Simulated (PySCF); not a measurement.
## Working out the excitation energy of Cl+

Cl+ [Ne] 3s2 3p4 (3P) → Cl+ [Ne] 3s2 3p3 3d1 (5D). Calculation: PySCF 2.14, in aug-cc-pVDZ-DK; scalar relativity by spin-free X2C-1e. Frozen: [Ne]. Energies in hartree (1 hartree = 27.21139 eV):

```
             part  Cl+ (lower)  Cl+ (upper)
              UHF  -460.446024  -459.905178
MP2 opposite-spin    -0.068419    -0.048903
    MP2 same-spin    -0.022387    -0.017488
```

Q: What does Hartree-Fock give?

A: (-459.905178) − (-460.446024) = 0.540846 hartree = 14.717 eV.

Q: What do MP2 and SCS-MP2 (6/5 opposite-spin, 1/3 same-spin) give?

A: The opposite-spin parts differ by 0.531 eV and the same-spin parts by 0.133 eV. MP2: 14.717 + (0.531) + (0.133) = 15.381 eV. SCS-MP2: 14.717 + 1.2 × (0.531) + (0.133)/3 = 15.399 eV.

Measured between the centres of the two terms (NIST): 13.633 eV, so MP2 (valence) is off by 1.748 eV.

A double-zeta basis recovers only part of the correlation energy.

What remains against the reference includes basis incompleteness, the frozen core and correlation beyond second order.
